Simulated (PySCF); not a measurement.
C3H8Si, SMILES C/C=C\[SiH3]. Atoms are numbered in the order given.

```xyz
12

C      0.7368    -1.8395     0.0000
C     -0.6431    -1.2673     0.0000
C     -0.9628     0.0412     0.0000
Si     0.2573     1.4645     0.0000
H      0.8945    -2.4838     0.8824
H      0.8945    -2.4838    -0.8824
H      1.5185    -1.0640     0.0000
H     -1.4564    -2.0090     0.0000
H     -2.0321     0.2935     0.0000
H      1.1461     1.4430     1.2048
H     -0.4992     2.7521     0.0000
H      1.1461     1.4430    -1.2048
```
Charge 0, spin multiplicity 1.

Coordinates come from a r2SCAN-D4/def2-SVP optimisation.

Method: TDDFT-PBE0/def2-SVPD in PySCF.

Vertical excitations. Isolated molecule, no solvent. State labels are in the subgroup Cs.

Q: Estimate the UV-visible absorptions. (An estimate is asked for; the answer gives what the named calculation found.)

A: 
```csv
state,symmetry,energy (eV),λ (nm),f,main pairs
S1,A',6.54,190,0.328,HOMO→LUMO 96 %
S2,A",6.68,186,0.001,HOMO−1→LUMO 96 %
S3,A",6.87,180,0.001,HOMO→LUMO+1 93 %
S4,A",7.43,167,0.004,"HOMO→LUMO+2 60 %, HOMO→LUMO+3 23 %"
S5,A",7.52,165,0.010,"HOMO→LUMO+3 71 %, HOMO→LUMO+2 25 %"
S6,A",7.66,162,0.017,HOMO−2→LUMO 86 %
S7,A",7.81,159,0.010,HOMO→LUMO+4 94 %
S8,A",8.06,154,0.002,HOMO→LUMO+5 92 %
S9,A',8.13,153,0.023,HOMO−3→LUMO 82 %
S10,A',8.34,149,0.009,HOMO−1→LUMO+1 89 %
T1,A',3.96,313,0,HOMO→LUMO 93 %
T2,A",6.11,203,0,HOMO−1→LUMO 97 %
T3,A",6.75,184,0,HOMO→LUMO+1 89 %
T4,A",7.21,172,0,"HOMO→LUMO+2 56 %, HOMO→LUMO+3 15 %, HOMO−2→LUMO 13 %"
```
Triplets are in the Tamm–Dancoff approximation, which puts them higher than full response would, so one can lie above its singlet here.
